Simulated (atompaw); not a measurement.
Cutoff test, Ca (Z = 20), PAW (atompaw)

- Element: calcium
- Generator: atompaw 4.2.0.5
- Type: PAW
- Functional: PBE
- Relativity: scalar-relativistic
- Frozen core: [Ne]
- Valence charge: 10
- Reference configuration: 3s2 3p6 3d0 4s2 4p0
- Partial waves: 3s (bound): rc 1.30 bohr; 4s (bound): rc 3.00 bohr; 3p (bound): rc 1.60 bohr; 4p (bound, empty): rc 2.05 bohr; 3d (bound, empty): rc 3.00 bohr; 3d channel at 0.75 Ry: rc 3.00 bohr
- Local potential: bessel scheme, radius 2.45 bohr
- Core correction: smooth core density matched at 2.20 bohr
- Augmentation charge: sinc compensation charge, radius 2.60 bohr; PAW radius 3.00 bohr; waves and projectors: custom rrkj vanderbiltortho

The pseudo-atom Hamiltonian at the reference potential is diagonalised in spherical Bessel functions j_l(qr) that vanish at 20 bohr, with q² up to the cutoff. All-electron valence levels (Ry): 3s -3.4612, 4s -0.2768, 3p -2.0586, 4p -0.1031, 3d -0.1431.

**Question.** How do the lowest levels (Ry) of each channel move with the cutoff, and are there ghosts?

**Answer.**

```
cutoff (Ry)     s #1     s #2     p #1     p #2    p #3     d #1    f #1    f #2  Σ f·Δε (mRy)
          8  -3.2984  -0.2768  -1.8613  -0.0746  0.0518  -0.1371  0.0958  0.2087        1508.8
         10  -3.3907  -0.2768  -1.9308  -0.0788  0.0501  -0.1425  0.0958  0.2087         907.6
         15  -3.4480  -0.2768  -2.0063  -0.0872  0.0471  -0.1429  0.0958  0.2087         340.1
         18  -3.4569  -0.2768  -2.0241  -0.0913  0.0456  -0.1431  0.0958  0.2087         215.3
         25  -3.4598  -0.2768  -2.0535  -0.1012  0.0423  -0.1431  0.0958  0.2087          33.0
         30  -3.4605  -0.2768  -2.0577  -0.1028  0.0418  -0.1431  0.0958  0.2087           6.3
         35  -3.4609  -0.2768  -2.0581  -0.1029  0.0418  -0.1431  0.0958  0.2087           3.0
         45  -3.4611  -0.2768  -2.0583  -0.1030  0.0418  -0.1431  0.0958  0.2087           1.7
         50  -3.4611  -0.2768  -2.0584  -0.1030  0.0418  -0.1431  0.0958  0.2087           1.1
         60  -3.4611  -0.2768  -2.0585  -0.1031  0.0418  -0.1431  0.0958  0.2087           0.5
         70  -3.4612  -0.2768  -2.0585  -0.1031  0.0418  -0.1431  0.0958  0.2087           0.4
        400  -3.4612  -0.2768  -2.0585  -0.1031  0.0418  -0.1431  0.0958  0.2087           0.0
```

Result: no extra level below or beside the all-electron valence levels (s, p, d, f tested); 10 mRy is reached at 30 Ry and 1 mRy at 55 Ry.
